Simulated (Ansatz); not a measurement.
Z-matrix (Å, degrees):
```
Si
O 1 1.636
N 1 1.724 2 103.8
O 1 1.631 2 116.2 3 118.5
H 1 1.476 2 110.1 3 -123.0
H 2 0.958 1 117.7 3 163.2
Si 3 1.680 1 128.1 2 140.1
H 3 1.011 1 116.1 2 -35.2
H 4 0.960 1 118.9 2 -64.1
F 7 1.574 3 113.8 1 67.7
F 7 1.580 3 111.8 1 -51.7
F 7 1.575 3 109.5 1 -171.6
```

Total charge 0; spin multiplicity 1.

Question: List the B3LYP/def2-TZVPP orbital energies in eV (Ansatz 0.2.0). (Estimate.)

Answer: Computed: Occupied: -1801.76, -1800.30, -672.08, -672.06, -671.94, -521.00, -520.94, -389.66, -145.99, -144.64, -101.37, -101.34, -101.29, -99.99, -99.99, -99.94, -33.61, -32.90, -32.79, -28.18, -27.67, -23.87, -16.45, -16.02, -14.91, -14.52, -14.25, -14.01, -13.40, -12.88, -12.85, -12.24, -12.18, -12.08, -11.73, -11.50, -11.09, -9.98, -9.60, -9.35, -8.53. Lowest empty: 0.10, 0.44, 0.77, 1.60, 1.88, 2.23, 2.33, 2.74.

B3LYP here is the variant with VWN-RPA as its local correlation; programs differ in this.
